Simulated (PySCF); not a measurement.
C3H8O2Si.
Atom-mapped SMILES: `[CH2:1]=[CH:2][O:3][Si@H:4]([CH3:5])[OH:6]` (hydrogens: H7, H8 on C1; H9 on C2; H10 on Si4; H11, H12, H13 on C5; H14 on O6)

Method used: PBE0-D3(BJ)/def2-SVP geometry optimisation, gas phase (PySCF 2.14.0).

(1) What internal coordinates does the optimisation give?

Answers

(1) 
```tsv
bond	length (Å)	order
C1=C2	1.337	double
C2–O3	1.344	single
O3–Si4	1.686	single
Si4–C5	1.861	single
Si4–O6	1.653	single
C1–H7	1.091	single
C1–H8	1.093	single
C2–H9	1.096	single
Si4–H10	1.485	single
C5–H11, C5–H12, C5–H13	1.101	single
O6–H14	0.961	single
```

Bonds in one row agree within 0.01 Å and their mean is given. Orders are formal, as drawn. A selection of angles:
```tsv
angle	degrees
C2–C1–H7	119.4
C2–C1–H8	122.9
H7–C1–H8	117.7
C1–C2–O3	127.3
C1–C2–H9	120.9
O3–C2–H9	111.8
C2–O3–Si4	129.1
O3–Si4–C5	108.7
O3–Si4–O6	106.4
O3–Si4–H10	110.0
C5–Si4–O6	112.6
C5–Si4–H10	113.1
O6–Si4–H10	105.8
Si4–C5–H11	110.6
H11–C5–H12	108.3
Si4–O6–H14	117.2
```

Torsions: C1–C2–O3–Si4 -2° (synperiplanar); C2–O3–Si4–C5 -70° (synclinal); H14–O6–Si4–O3 58° (synclinal).

Si4 (oxygen-bound silicon) is distorted tetrahedral (angles from 105.8° to 113.1°). O3 (silyl ether oxygen) is bent (angle 129.1°). Of the pairs four or more bonds apart, Si4···H8 is among the closest relative to their van der Waals radii: 2.95 Å, 89 % of the sum of Bondi's values. The O–Si distances run from 1.653 Å (Si4–O6, drawn single) to 1.686 Å (O3–Si4, drawn single), a spread of 0.033 Å.

Point group: C1 (no symmetry element, even within 0.4 Å). Whether it is a minimum is left open (no frequencies). One conformer, not necessarily the lowest (C1–C2–O3–Si4 -2°, C2–O3–Si4–C5 -70°, O3–Si4–O6–H 58°).

The run took 2.8 min on one thread of an Arm Neoverse V2, shared host with 96 logical CPUs at a one-minute load of 44, and the process peaked at 0.50 GiB of memory. This is the geometry optimisation.
